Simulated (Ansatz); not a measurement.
Consider the redistribution: `[NH2][W]([NH2])(=[O])=[S]` + `O[SiH]1[SiH2]S1` → `[NH2][W](=[O])([OH])=[S]` + `N[SiH]1[SiH2]S1`.

Computed with Ansatz on PBE0-D4/def2-TZVP structures; ΔE is electronic, products minus reactants. CCSD(T)/CBS adds triple-zeta CCSD(T) − MP2 to the extrapolated MP2 energy (def2 sets, frozen cores). DFT in def2-TZVPP. def2 core potentials past Kr. For W outer-core shells are correlated without core-valence functions, which leaves a few kJ/mol of doubt a bond. Each species was taken in one conformer, which may not be the lowest.

| species | r2SCAN energy (Eh) |
| --- | --- |
| `[NH2][W]([NH2])(=[O])=[S]` | -652.63537 |
| `O[SiH]1[SiH2]S1` | -1054.83741 |
| `[NH2][W](=[O])([OH])=[S]` | -672.52248 |
| `N[SiH]1[SiH2]S1` | -1034.94636 |

Question: Work out ΔE.

Answer: ΔE = (-672.52248) + (-1034.94636) − (-652.63537) − (-1054.83741) = 0.00394 Eh = +10.3 kJ/mol. CCSD(T)/CBS gives +15.5 kJ/mol.

Largest T1 diagnostic among the species: 0.022, so the coupled-cluster value is less sure than usual.

Leaving LDA and LC-ωPBE aside and taking each functional with its dispersion term where it has one, the values, not all of them listed here, spread over 4.7 kJ/mol, from revPBE-D4 to BHLYP-D4. At CCSD(T), def2-SVP lies −5.7 kJ/mol from the extrapolated value and def2-TZVPP +0.2 kJ/mol.
